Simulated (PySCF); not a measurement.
C₂H₉AlOSi, charge -1, doublet, at a GFN2-xTB geometry (such geometries of metal compounds can be far from the true shape) (a state made from the parent by changing its charge; the spin is typed, not shown lowest) (in this run its highest filled SCF level lies above zero, so its values depend strongly on the basis, on diffuse functions most of all); SVWN5/3-21G (PySCF).

Here is a job for PySCF.
```python
from pyscf import gto, scf, dft

mol = gto.Mole()
mol.atom = '''
    Al   -0.348811    1.109574    0.025886
    C     1.575079    1.935325    0.018947
    H     2.313334    1.445103    0.669354
    H     1.540882    2.984745    0.342838
    H     2.023364    1.947412   -0.984531
    C    -0.912952    1.103268    2.042014
    H    -1.891134    0.628752    2.203298
    H    -1.015924    2.132324    2.413262
    H    -0.221155    0.602930    2.734474
    O    -0.225424   -0.596252   -0.522581
    Si   -0.031553   -2.121726   -0.908719
    H    -0.907941   -3.004335   -0.110693
    H     1.354672   -2.596952   -0.734888
    H    -0.389186   -2.321813   -2.332683
'''
mol.basis = '3-21g'
mol.charge = -1
mol.spin = 1
mol.verbose = 4
mol.build()

mf = dft.UKS(mol)
mf.xc = 'lda,vwn'
mf.conv_tol = 1e-11
mf.kernel()
mf.analyze()
```

Task: Predict the main parts of the log of this PySCF run.

Result: 
```
PySCF version 2.14.0

[INPUT] verbose = 4
[INPUT] num. atoms = 14
[INPUT] num. electrons = 57
[INPUT] charge = -1
[INPUT] spin (= nelec alpha-beta = 2S) = 1
[INPUT] symmetry False subgroup None
[INPUT] Mole.unit = angstrom
[INPUT] Symbol           X                Y                Z      unit          X                Y                Z       unit  Magmom
[...]
nuclear repulsion = 265.701432616039
number of shells = 47
number of NR pGTOs = 126
number of NR cGTOs = 71
basis = 3-21g
ecp = {}

******** <class 'pyscf.dft.uks.UKS'> ********
method = UKS
initial guess = minao
damping factor = 0
level_shift factor = 0
DIIS = <class 'pyscf.scf.diis.CDIIS'>
diis_start_cycle = 1
diis_space = 8
diis_damp = 0
SCF conv_tol = 1e-11
SCF conv_tol_grad = None
SCF max_cycles = 50
direct_scf = True
direct_scf_tol = 1e-13
number electrons alpha = 29  beta = 28
XC library pyscf.dft.libxc version 7.1.2
    S. Lehtola, C. Steigemann, M. J. T. Oliveira, and M. A. L. Marques,  SoftwareX 7, 1–5 (2018)
XC functionals = lda,vwn
    P. A. M. Dirac,  Math. Proc. Cambridge Philos. Soc. 26, 376 (1930)
    F. Bloch,  Z. Phys. 57, 545 (1929)
    S. H. Vosko, L. Wilk, and M. Nusair,  Can. J. Phys. 58, 1200 (1980)
radial grids:
    Treutler-Ahlrichs [JCP 102, 346 (1995); DOI:10.1063/1.469408] (M4) radial grids

becke partition: Becke, JCP 88, 2547 (1988); DOI:10.1063/1.454033
pruning grids: <function nwchem_prune>
grids dens level: 3
symmetrized grids: False
atomic radii adjust function: <function treutler_atomic_radii_adjust>
small_rho_cutoff = 0
Set gradient conv threshold to 3.16228e-06
tot grids = 168952
init E= -681.03774170786

cycle= 1 E= -681.281692010561  delta_E= -0.244  |g|= 0.806  |ddm|= 2.32
cycle= 2 E= -678.696541672719  delta_E= 2.59  |g|= 2.32  |ddm|= 4.67
cycle= 3 E= -681.495949167194  delta_E= -2.8  |g|= 0.407  |ddm|= 4.23
cycle= 4 E= -681.568492819837  delta_E= -0.0725  |g|= 0.181  |ddm|= 0.672
cycle= 5 E= -681.583850263679  delta_E= -0.0154  |g|= 0.0253  |ddm|= 0.185
cycle= 6 E= -681.584234777926  delta_E= -0.000385  |g|= 0.00603  |ddm|= 0.0447
cycle= 7 E= -681.58424878404  delta_E= -1.4e-05  |g|= 0.00137  |ddm|= 0.00623
cycle= 8 E= -681.584249759056  delta_E= -9.75e-07  |g|= 0.000311  |ddm|= 0.0022
cycle= 9 E= -681.584249793726  delta_E= -3.47e-08  |g|= 0.000143  |ddm|= 0.000435
cycle= 10 E= -681.584249804162  delta_E= -1.04e-08  |g|= 2.73e-05  |ddm|= 0.000201
cycle= 11 E= -681.584249804646  delta_E= -4.84e-10  |g|= 4.28e-06  |ddm|= 5.29e-05
cycle= 12 E= -681.584249804662  delta_E= -1.59e-11  |g|= 7.65e-07  |ddm|= 1.13e-05
cycle= 13 E= -681.584249804663  delta_E= -9.09e-13  |g|= 3.95e-07  |ddm|= 2e-06
Extra cycle  E= -681.584249804666  delta_E= -2.73e-12  |g|= 5.76e-07  |ddm|= 1.2e-06
converged SCF energy = -681.584249804666  <S^2> = 0.75060058  2S+1 = 2.0006005
**** SCF Summaries ****
Total Energy =                        -681.584249804665887
Nuclear Repulsion Energy =             265.701432616039199
One-electron Energy =                -1485.056115954554571
Two-electron Energy =                  537.770433533849541
Two-electron Coulomb Energy =          596.637677712251843
DFT Exchange-Correlation Energy =      -58.867244178402281
**** MO energy ****
                             alpha | beta                alpha | beta
[...]
To work with the spin densities directly, `use mulliken_meta_spin()` only printing them here.

 ** Mulliken spin pop alpha/beta on meta-lowdin orthogonal AOs **
 ** Mulliken Spin Density (per AO)  **
spin_pop of  0 Al 1s        0.00000
spin_pop of  0 Al 2s        0.00000
spin_pop of  0 Al 3s        0.23026
spin_pop of  0 Al 4s        0.01688
spin_pop of  0 Al 2px      -0.00002
spin_pop of  0 Al 2py      -0.00002
spin_pop of  0 Al 2pz      -0.00003
spin_pop of  0 Al 3px       0.23452
spin_pop of  0 Al 3py       0.11233
spin_pop of  0 Al 3pz       0.21046
spin_pop of  0 Al 4px       0.00186
spin_pop of  0 Al 4py       0.00337
spin_pop of  0 Al 4pz       0.00080
spin_pop of  1 C 1s       -0.00000
spin_pop of  1 C 2s        0.01216
spin_pop of  1 C 3s        0.00020
spin_pop of  1 C 2px       0.02848
spin_pop of  1 C 2py       0.00354
spin_pop of  1 C 2pz       0.00165
spin_pop of  1 C 3px       0.00006
spin_pop of  1 C 3py      -0.00005
spin_pop of  1 C 3pz       0.00005
spin_pop of  2 H 1s        0.01526
spin_pop of  2 H 2s        0.00100
spin_pop of  3 H 1s       -0.00148
spin_pop of  3 H 2s        0.00029
spin_pop of  4 H 1s       -0.00182
spin_pop of  4 H 2s        0.00016
spin_pop of  5 C 1s       -0.00000
spin_pop of  5 C 2s        0.01236
spin_pop of  5 C 3s        0.00020
spin_pop of  5 C 2px       0.00202
spin_pop of  5 C 2py       0.00165
spin_pop of  5 C 2pz       0.03036
spin_pop of  5 C 3px       0.00004
spin_pop of  5 C 3py       0.00011
spin_pop of  5 C 3pz      -0.00009
spin_pop of  6 H 1s       -0.00185
spin_pop of  6 H 2s        0.00016
spin_pop of  7 H 1s       -0.00148
spin_pop of  7 H 2s        0.00030
spin_pop of  8 H 1s        0.01532
spin_pop of  8 H 2s        0.00103
spin_pop of  9 O 1s       -0.00000
spin_pop of  9 O 2s        0.00758
spin_pop of  9 O 3s        0.00016
spin_pop of  9 O 2px       0.01467
spin_pop of  9 O 2py       0.00364
spin_pop of  9 O 2pz       0.01567
spin_pop of  9 O 3px       0.00012
spin_pop of  9 O 3py       0.00001
spin_pop of  9 O 3pz       0.00023
spin_pop of  10 Si 1s        0.00000
spin_pop of  10 Si 2s        0.00000
spin_pop of  10 Si 3s        0.00250
spin_pop of  10 Si 4s        0.00003
spin_pop of  10 Si 2px      -0.00000
spin_pop of  10 Si 2py       0.00001
spin_pop of  10 Si 2pz      -0.00000
spin_pop of  10 Si 3px       0.00061
spin_pop of  10 Si 3py       0.00948
spin_pop of  10 Si 3pz       0.00711
spin_pop of  10 Si 4px       0.00029
spin_pop of  10 Si 4py       0.00025
spin_pop of  10 Si 4pz       0.00095
spin_pop of  11 H 1s       -0.00071
spin_pop of  11 H 2s       -0.00003
spin_pop of  12 H 1s        0.00369
spin_pop of  12 H 2s        0.00032
spin_pop of  13 H 1s        0.00280
spin_pop of  13 H 2s        0.00058
 ** Mulliken Spin Density (per atom)  **
spin density of  0 Al =      0.81041
spin density of  1 C =      0.04609
spin density of  2 H =      0.01626
spin density of  3 H =     -0.00118
spin density of  4 H =     -0.00166
spin density of  5 C =      0.04666
spin density of  6 H =     -0.00168
spin density of  7 H =     -0.00118
spin density of  8 H =      0.01634
spin density of  9 O =      0.04207
spin density of  10 Si =      0.02122
spin density of  11 H =     -0.00075
spin density of  12 H =      0.00401
spin density of  13 H =      0.00338
 ** Mulliken pop alpha/beta on meta-lowdin orthogonal AOs **
 ** Mulliken pop       alpha | beta **
In total            29.00000 | 28.00000
 ** Mulliken atomic charges   ( Nelec_alpha | Nelec_beta ) **
charge of  0Al =      0.16385  (     6.82328      6.01287 )
charge of  1C =     -0.58783  (     3.31696      3.27087 )
charge of  2H =      0.07962  (     0.46832      0.45206 )
charge of  3H =      0.08423  (     0.45729      0.45848 )
charge of  4H =      0.08105  (     0.45864      0.46031 )
charge of  5C =     -0.58800  (     3.31733      3.27067 )
charge of  6H =      0.08126  (     0.45853      0.46021 )
charge of  7H =      0.08414  (     0.45734      0.45852 )
charge of  8H =      0.07936  (     0.46849      0.45215 )
charge of  9O =     -0.59302  (     4.31755      4.27547 )
charge of  10Si =      0.48397  (     6.76863      6.74741 )
charge of  11H =     -0.12226  (     0.56076      0.56150 )
charge of  12H =     -0.12232  (     0.56317      0.55916 )
charge of  13H =     -0.12406  (     0.56372      0.56034 )

WARN: System has nonzero charge -1; the dipole moment is origin-dependent.
Location of origin: [0. 0. 0.]

Dipole moment(X, Y, Z, Debye):  1.08752, -2.76742,  0.20193
```
